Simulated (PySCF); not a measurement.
Stepwise substitution at one centre (Al SiH3-I). Gas-phase values, no solvent. Strings in code marks are SMILES.

Quantity: redistribution energy (mixed species minus the weighted end members), in eV.

Case: 2 of 3 SiH3 replaced by I: `[SiH3][Al]([I])[I]`. The other species in the difference include `[SiH3][Al]([SiH3])[SiH3]` (neutral, multiplicity 1). Geometry of `[SiH3][Al]([I])[I]` (neutral, multiplicity 1, Å):

```xyz
7

Si    -1.1904    -0.0559    -0.0524
Al     1.2445     0.0675     0.0270
I      2.6162    -2.0006     0.1179
I      2.4254     2.2512     0.0662
H     -1.6246    -1.2023    -0.8866
H     -1.7680     1.1953    -0.5986
H     -1.7032    -0.2552     1.3265
```

Question: What redistribution energy (mixed species minus the weighted end members) does B3LYP/LANL2DZ // B3LYP-D3(BJ)/def2-TZVP (PySCF) give?

Answer: -0.200 eV.
